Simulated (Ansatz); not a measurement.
`O[Si](O)(O)[SeH]` + `CO[SiH](C)O` → `CO[SiH](C)O[Si](O)(O)O` + H₂Se  (ligand exchange at the Si–Se bond)

Calculated with Ansatz (gas phase, PBE0-D4/def2-TZVP geometries, no zero-point term in ΔE). CBS: MP2 limit from def2 TZ/QZ plus the TZ coupled-cluster correction, frozen cores. Functionals use def2-TZVPP. B3LYP here is the variant with VWN-RPA as its local correlation; programs differ in this. For Se outer-core shells are correlated without core-valence functions, which leaves a few kJ/mol of doubt a bond. Scalar relativity is left out up to krypton. One conformer a species, not always the lowest.

CCSD(T)/CBS gives -0.79 eV.

Question: Another level gave -0.84 eV. Which?
A. PBE0-D4/def2-TZVPP
B. CCSD/def2-TZVPP
C. PBE/def2-TZVPP
D. B3LYP-D4/def2-TZVPP

Answer: D. B3LYP-D4 -0.84, PBE0-D4 -0.70, PBE -0.59, CCSD/def2-TZVPP -0.88 eV.

Largest T1 diagnostic among the species: 0.011.

The D4 term adds −0.04 eV with B3LYP and −0.04 eV with PBE0; it sums over pairs of atoms, weighted by their polarisabilities, and B3LYP, whose exchange is more repulsive, gets the larger term. In def2-TZVPP, CCSD(T) changes the Hartree–Fock value by +0.17 eV (the triples alone add +0.04 eV) and MP2 by +0.24 eV. From PBE to PBE0 (25 % exact exchange), in def2-TZVPP and without D4, ΔE moves by −0.08 eV.
